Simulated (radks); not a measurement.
Task: Coherent X-ray form factor from a spherical all-electron density. Method: Dirac Kohn-Sham, PBEsol, spin-unpolarised, spherical densities, finite nucleus; Fermi nuclear charge, rms radius of each element as measured or else 0.836 A^(1/3) + 0.57 fm; computed with a radial shooting solver on a logarithmic mesh with Libxc functionals.

sin(theta)/lambda (1/angstrom),f0 (electrons)
0.05,18.804
0.1,18.239
0.15,17.368
0.2,16.277
0.25,15.066
0.3,13.824
0.4,11.524
0.5,9.708
0.6,8.414
0.8,6.898
1,5.973
1.25,4.945
1.5,3.972
2,2.520

The species is in the configuration that NIST lists as its ground one. Which atom or ion scatters so?

Result: The vanadium ion V4+, [Ar] 3d1. Extrapolating in s^2 from the first two rows gives f0(0) = 19.0, near the electron count 19; among species with that count, the fall with angle is slower the higher Z, and the table is that of Z = 23; from so few rows the species is fixed only to a neighbour or two.
